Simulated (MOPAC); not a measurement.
Job for MOPAC: AM1 on OH+, 2S+1 = 3, a spin state set in the input, which need not be the lowest, a point of a bond scan (R = 0.986 Å). Charge +1.

```
AM1 1SCF PRECISE CHARGE=1 UHF MS=1 THREADS=1
HO

H      0.00000000 1     0.00000000 1     0.00000000 1
O      0.00000000 1     0.00000000 1     0.98579700 1
```

The log:

```
*******************************************************************************
 **                                                                           **
 **                              MOPAC v23.2.5                                **
 **                                                                           **
 *******************************************************************************
 ** MOPAC's Digital Object Identifier: https://doi.org/10.5281/zenodo.6511958 **
 **                                                                           **
 ** Please cite the open-source release paper for use of this MOPAC version:  **
 ** J. E. Moussa and J. J. P. Stewart (2026)                                  **
 ** MOPAC: An open-source semiempirical molecular orbital program             **
 ** J. Open Source Softw., 11(119), 8025, https://doi.org/10.21105/joss.08025 **
 *******************************************************************************

                              AM1 CALCULATION RESULTS

 *******************************************************************************
 *  AM1        - The AM1 Hamiltonian to be used
 *  UHF        - UNRESTRICTED HARTREE-FOCK CALCULATION
 *
 *
 *
 *                 CHARGE ON SYSTEM = +1
 *
 *
 *
 *  MS=        - IN MECI, MAGNETIC COMPONENT OF SPIN =  1.0
 *  PRECISE    - TIGHTER CRITERIA TO BE USED
 *  1SCF       - DO 1 SCF AND THEN STOP
 *  THREADS=1  - MULTI-THREADING NOT USED
 *  T=         - A TIME OF 172800.0 SECONDS REQUESTED
 *  DUMP=N     - RESTART FILE WRITTEN EVERY 7200.0 SECONDS REQUESTED
 *******************************************************************************
AM1 1SCF PRECISE CHARGE=1 UHF MS=1 THREADS=1
 HO

   ATOM   CHEMICAL          X               Y               Z
  NUMBER   SYMBOL      (ANGSTROMS)     (ANGSTROMS)     (ANGSTROMS)

     1       H          0.00000000  *   0.00000000  *   0.00000000  *
     2       O          0.00000000  *   0.00000000  *   0.98579700  *



          CARTESIAN COORDINATES

    NO.       ATOM           X           Y           Z

     1         H          0.0000      0.0000      0.0000
     2         O          0.0000      0.0000      0.9858

  H: (AM1): M.J.S. DEWAR ET AL, J. AM. CHEM. SOC. 107 3902-3909 (1985)
  O: (AM1): M.J.S. DEWAR ET AL, J. AM. CHEM. SOC. 107 3902-3909 (1985)

           Empirical Formula: H O  =     2 atoms



      MOLECULAR POINT GROUP   :   C*v


          UHF CALCULATION, NO. OF ALPHA ELECTRONS =    4
                           NO. OF BETA  ELECTRONS =    2

 -------------------------------------------------------------------------------
 AM1 1SCF PRECISE CHARGE=1 UHF MS=1 THREADS=1
 HO



     1SCF WAS SPECIFIED, SO BFGS WAS NOT USED
     SCF FIELD WAS ACHIEVED


                              AM1 CALCULATION
                                                       MOPAC v23.2.5 Linux




          FINAL HEAT OF FORMATION =        285.37281 KCAL/MOL =    1193.99982 KJ/MOL


          COSMO AREA              =         39.98 SQUARE ANGSTROMS
          COSMO VOLUME            =         23.43 CUBIC ANGSTROMS

          IONIZATION POTENTIAL    =         27.417763 EV
          ALPHA SOMO LUMO (EV)    =        -27.459 -6.539
          BETA  SOMO LUMO (EV)    =        -27.418-12.078
          NO. OF ALPHA ELECTRONS  =          4
          NO. OF BETA  ELECTRONS  =          2
          MOLECULAR WEIGHT        =         17.0073         POINT GROUP:  C*v

          MOLECULAR DIMENSIONS (Angstroms)

            Atom       Atom       Distance
            O     2    H     1     0.98580
            O     2    H     1     0.00000
            H     1    O     2     0.00000


          SCF CALCULATIONS        =          1





   ATOM   CHEMICAL          X               Y               Z
  NUMBER   SYMBOL      (ANGSTROMS)     (ANGSTROMS)     (ANGSTROMS)

     1       H          0.00000000  *   0.00000000  *   0.00000000  *
     2       O          0.00000000  *   0.00000000  *   0.98579700  *

                             CARTESIAN COORDINATES

   1    H        0.000000000     0.000000000     0.000000000
   2    O        0.000000000     0.000000000     0.985797000


           Empirical Formula: H O  =     2 atoms



      MOLECULAR POINT GROUP   :   C*v


          ALPHA EIGENVALUES
 -50.04206 -29.10349 -27.45950 -27.45950  -6.53850


           BETA EIGENVALUES
 -42.72118 -27.41776 -12.07795 -12.07795  -5.77929


              NET ATOMIC CHARGES AND DIPOLE CONTRIBUTIONS

  ATOM NO.   TYPE          CHARGE      No. of ELECS.   s-Pop       p-Pop
    1          H           0.355324        0.6447     0.64468
    2          O           0.644676        5.3553     1.93787     3.41745
 DIPOLE           X         Y         Z       TOTAL
 POINT-CHG.     0.000     0.000    -1.402     1.402
 HYBRID         0.000     0.000    -0.481     0.481
 SUM            0.000     0.000    -1.883     1.883


          ATOMIC ORBITAL ELECTRON POPULATIONS

     Atom    s        px        py        pz
    1  H   0.64468
    2  O   1.93787   1.00000   1.00000   1.41745


                    (SZ)    =    1.000000
                    (S**2)  =    2.004729


          ATOMIC ORBITAL SPIN POPULATIONS

    Atom   Total    s     px     py     pz
         Atomic
    1  H -0.0593 -0.059
    2  O  2.0593  0.014  1.000  1.000  0.045

 **********************
 *                    *
 * JOB ENDED NORMALLY *
 *                    *
 **********************




 == MOPAC DONE ==
```

The run finished.

Cost: around 0.03 core-seconds (rough).
